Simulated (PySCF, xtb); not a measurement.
C4H7Cl, SMILES C=CCCCl.

GFN2-xTB (xtb) at its own geometry gives an orbital gap of 5.23 eV and a dipole moment of 2.08 D.

Geometry: PBE0-D3(BJ)/def2-SVP. Other conformers were not sampled.

Question: What does HF/def2-TZVP (PySCF) give? (An estimate is asked for; the answer gives what the named calculation found.)

Answer: gap 13.71 eV (levels -10.18 and 3.53 eV), dipole 2.09 D.
